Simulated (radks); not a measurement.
Question: These are the eigenvalues of the occupied orbitals of an atom or ion with whole-number occupations (eV). Calculated with a radial shooting solver on a logarithmic mesh with Libxc functionals: Dirac Kohn-Sham, PBE, spin-unpolarised, spherical densities, point nucleus.

| orbital | eigenvalue |
|---|---|
| 1s1/2 | -5419.416 |
| 2s1/2 | -659.5514 |
| 2p1/2 | -564.7082 |
| 2p3/2 | -557.6145 |
| 3s1/2 | -123.2499 |
| 3p1/2 | -96.9957 |
| 3p3/2 | -96.0834 |
| 3d3/2 | -55.2408 |
| 3d5/2 | -55.1422 |

Which element is it, and in what charge state? The configuration may be excited. Open shells, if any, are shared by 2j + 1.

Answer: Z = 23, vanadium, charge +4: V4+ in [Ar] 3d1. The list shows which subshells hold electrons but not how many an open one holds; the 1s level, -199.16 hartree, gives Z - s = 20.0 by -(Z - s)^2/2, which with screening and relativity narrows Z to a few neighbours, and the depths of the outer levels then fix element, charge and occupations together.
